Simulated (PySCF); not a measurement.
Predicted microwave data (PBE0/pcSseg-1 in PySCF (dipole) on a GFN2-xTB geometry, gas phase) for one isomer of C4H7FO3S:

* Rotational constants: A = 3110, B = 868.5, C = 803.9 MHz
* Dipole components: |μa| = 2.14 D, |μb| = 2.12 D, |μc| = 0.96 D
* Inertial defect: -115.72 u·Å²
* κ: -0.94

Problem. Which candidate fits, each taken in the one conformer that was computed?
A. `[CH3:1][C@@H:2]1[O:3][S@@:4](=[O:5])[O:6][C@:7]1([CH3:8])[F:9]` with C1–C2–O3–S4 -119°, C2–O3–S4–O5 -132°, O3–S4–O6–C7 36°, S4–O6–C7–C8 -165°
B. `[CH3:1][CH2:2][C@@:3]1([F:4])[CH2:5][O:6][S@@:7](=[O:8])[O:9]1` with C1–C2–C3–F4 -62°, C2–C3–C5–O6 145°, C3–C5–O6–S7 5°, C5–O6–S7–O8 -131°, O6–S7–O9–C3 34°
C. `[CH3:1][C@@H:2]1[C@@H:3]([F:4])[CH2:5][O:6][S:7]1(=[O:8])=[O:9]` with C1–C2–C3–F4 113°, C2–C3–C5–O6 -20°, C3–C5–O6–S7 44°, C5–O6–S7–O8 68°
D. `[O:1]=[S:2](=[O:3])([CH2:4][F:5])[O:6][CH:7]1[CH2:8][CH2:9]1` with O1–S2–C4–F5 -159°, O1–S2–O6–C7 37°, S2–O6–C7–C8 173°
E. `[CH2:1]=[CH:2][C@H:3]([F:4])[O:5][S:6]([CH3:7])(=[O:8])=[O:9]` with C1–C2–C3–F4 -5°, C2–C3–O5–S6 -164°, C3–O5–S6–C7 -86°
F. `[CH3:1][C@@H:2]1[C@H:3]([F:4])[CH2:5][O:6][S:7]1(=[O:8])=[O:9]` with C1–C2–C3–F4 -2°, C2–C3–C5–O6 -27°, C3–C5–O6–S7 47°, C5–O6–S7–O8 70°

Solution. E. It is C=C[C@H](F)OS(C)(=O)=O, a near-prolate asymmetric top, point group C1. The candidates at the same level (rigid rotor, commonest isotopes):

| SMILES | A (MHz) | B (MHz) | C (MHz) | μa (D) | μb (D) | μc (D) | Δ (u·Å²) | point group | rotor |
| --- | --- | --- | --- | --- | --- | --- | --- | --- | --- |
| CC[C@@]1(F)CO[S@@](=O)O1 | 3361 | 916.7 | 882.9 | 3.47 | 1.07 | 0.12 | -129.20 | C1 | near-prolate asymmetric top |
| O=S(=O)(CF)OC1CC1 | 2162 | 1162 | 937.9 | 2.87 | 2.13 | 2.30 | -129.80 | C1 | asymmetric top |
| C=C[C@H](F)OS(C)(=O)=O | 3110 | 868.5 | 803.9 | 2.14 | 2.12 | 0.96 | -115.72 | C1 | near-prolate asymmetric top |
| C[C@@H]1[C@@H](F)COS1(=O)=O | 2205 | 1323 | 1072 | 3.62 | 1.40 | 1.38 | -139.76 | C1 | asymmetric top |
| C[C@@H]1[C@H](F)COS1(=O)=O | 2337 | 1348 | 1082 | 3.81 | 0.27 | 2.08 | -123.76 | C1 | asymmetric top |
| C[C@@H]1O[S@@](=O)O[C@]1(C)F | 2358 | 1239 | 1009 | 3.64 | 0.63 | 0.68 | -121.43 | C1 | asymmetric top |

`CC[C@@]1(F)CO[S@@](=O)O1` has C 10 % too high; `C[C@@H]1O[S@@](=O)O[C@]1(C)F` has B 43 % too high; `C[C@@H]1[C@H](F)COS1(=O)=O` has B 55 % too high; `O=S(=O)(CF)OC1CC1` has B 34 % too high; `C[C@@H]1[C@@H](F)COS1(=O)=O` has B 52 % too high. No structure here is proved a minimum.
